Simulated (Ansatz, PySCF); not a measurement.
Input for PySCF:
```python
from pyscf import gto, scf, dft

mol = gto.M(
    atom='''
Na   -0.000000   -0.000000   -1.363281
Cl    0.000000    0.000000    0.882123
''',
    basis='def2-svp',
    charge=0,
    spin=0,
    verbose=4,
)

mf = dft.RKS(mol)
mf.xc = 'b3lyp'
mf.grids.atom_grid = (99, 590)
mf.grids.prune = None
mf.kernel()
```

Write the same job for Ansatz (an electronic-structure program).

Several could match; the one computed here: 
Ansatz 0.2 input:
```yaml
crystal:
  periodic: [false, false, false]
  atoms:
    - {symbol: Na, position_ang: [-0.00000000, -0.00000000, -1.36328114]}
    - {symbol: Cl, position_ang: [0.00000000, 0.00000000, 0.88212309]}
basis:
  gaussian:
    orbitals: def2-SVP
hamiltonian:
  xc: b3lyp
accuracy: high
```

Both were run: PySCF gave -622.380556 Eh and Ansatz -622.380556 Eh, 0.000 mEh apart.
